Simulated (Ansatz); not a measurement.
`[F][Sn]([F])([F])[F]` → 4 F• + Sn•  (atomization)

Program: Ansatz. Geometries: PBE0-D4/def2-TZVP. ΔE: electronic, gas phase. CCSD(T)/CBS adds triple-zeta CCSD(T) − MP2 to the extrapolated MP2 energy (def2 sets, frozen cores). This one scheme is used for every species, atoms too. Functionals use def2-TZVPP. Open shells (•) are unrestricted, without spin–orbit coupling. Spin–orbit coupling would lower the free atoms: a little for F; strongly for Sn. Elements past krypton have def2 core potentials. Bonds to Sn are less sure, by a few kJ/mol each and by 10 to 20 or more in all where they break to atoms, as the def2 sets lack core-valence functions.

`[F][Sn]([F])([F])[F]`:

Z-matrix (Å, degrees):
```
Sn
F 1 1.876
F 1 1.876 2 109.5
F 1 1.876 2 109.5 3 -120.0
F 1 1.876 2 109.5 3 120.0
```

```tsv
level	ΔE (kJ/mol)
LDA (SPW92)	2068.8
revPBE-D4	1696.0
B2PLYP	1687.2
BLYP	1711.2
PBE0	1661.0
r2SCAN0	1617.8
RPA@PBE/def2-TZVPP	1497.9
CCSD/def2-SVP	1512.7
```

(1) What does CCSD(T)/CBS give? (An estimate is asked.)

Largest T1 diagnostic among the species: 0.015.

## Answers

(1) Computed: +1754.8 kJ/mol. The listed levels differ from it by 314.0, -58.8, -67.6, -43.6, -93.8, -137.0, -256.9, -242.1 kJ/mol.

The D4 term adds +14.4 kJ/mol with B3LYP and +7.4 kJ/mol with PBE0; it sums over pairs of atoms, weighted by their polarisabilities, and B3LYP, whose exchange is more repulsive, gets the larger term. In def2-TZVPP, CCSD(T) changes the Hartree–Fock value by +568.7 kJ/mol (the triples alone add +49.6 kJ/mol) and MP2 by +674.9 kJ/mol; breaking electron pairs costs correlation energy, which Hartree–Fock lacks. At CCSD(T), def2-SVP lies −218.4 kJ/mol from the extrapolated value and def2-TZVPP −92.5 kJ/mol: correlation converges slowly with the basis, and small sets miss more of it in the bonded molecule than in its fragments.

B3LYP here is the variant with VWN-RPA as its local correlation; programs differ in this.

For atomizations the MP2-based limit and the directly extrapolated one differ by several kJ/mol either way, and by 10 to 25 for some Ge, Se and Sn compounds, so smaller differences from it don't rank the levels.
